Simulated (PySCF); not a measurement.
C₃H₄BClF₂.
SMILES: `BC(CCl)=C(F)F`

Jobs on this species (11 atoms, 62 electrons) with PySCF (density fitting). Hardware of each: one thread, Arm Neoverse V2 (aarch64), on a shared host. Times come from a shared host and carry two figures at best. Peak memory is the resident size of the whole Python process, interpreter and libraries included.

```json
{"level and settings": "delta-SCF UKS SCAN, pcX-1 on the ionised atom, pcseg-1 elsewhere, spin-free X2C", "work": "ΔSCF core ionisation, 8 holes", "basis functions": "144", "SCF cycles": "?", "wall time": "?", "peak memory": "?"}
{"level and settings": "delta-SCF UKS SCAN, pcX-2 on the ionised atom, pcseg-1 elsewhere, spin-free X2C", "work": "ΔSCF core ionisation, 8 holes", "basis functions": "164", "SCF cycles": "147", "wall time": "52 s", "peak memory": "0.54 GiB"}
{"level and settings": "delta-SCF UKS SCAN, pcX-2 on the ionised atom, pcseg-1 elsewhere, non-relativistic", "work": "ΔSCF core ionisation, 8 holes", "basis functions": "164", "SCF cycles": "146", "wall time": "48 s", "peak memory": "0.67 GiB"}
{"level and settings": "delta-SCF UKS B3LYP, pcX-2 on the ionised atom, pcseg-1 elsewhere, spin-free X2C", "work": "ΔSCF core ionisation, 8 holes", "basis functions": "164", "SCF cycles": "128", "wall time": "66 s", "peak memory": "0.63 GiB"}
{"level and settings": "delta-SCF UKS PBE0, pcX-2 on the ionised atom, pcseg-1 elsewhere, spin-free X2C", "work": "ΔSCF core ionisation, 8 holes", "basis functions": "164", "SCF cycles": "127", "wall time": "68 s", "peak memory": "0.68 GiB"}
{"level and settings": "delta-SCF UKS PBE, pcX-2 on the ionised atom, pcseg-1 elsewhere, spin-free X2C", "work": "ΔSCF core ionisation, 8 holes", "basis functions": "164", "SCF cycles": "140", "wall time": "32 s", "peak memory": "0.64 GiB"}
{"level and settings": "PBE0-D3(BJ)/def2-SVP, grid level 1", "work": "geometry optimisation from a GFN2-xTB start shaken at random", "basis functions": "122", "SCF cycles": "51", "wall time": "37 s", "peak memory": "0.52 GiB"}
{"level and settings": "delta-SCF UKS SCAN, def2-TZVP on the ionised atom, pcseg-1 elsewhere, spin-free X2C", "work": "ΔSCF core ionisation, 8 holes", "basis functions": "141", "SCF cycles": "147", "wall time": "48 s", "peak memory": "0.52 GiB"}
```

Task: Fill in the missing figures.

Result: 
- delta-SCF UKS SCAN, pcX-1 on the ionised atom, pcseg-1 elsewhere, spin-free X2C; ΔSCF core ionisation, 8 holes: 41 s, 0.52 GiB, 143 SCF cycles

Task: What do all jobs in the table cost together?

Result: About 6.5 min; the longest takes about 17 % of that, and about 2.1 times as long as the shortest.
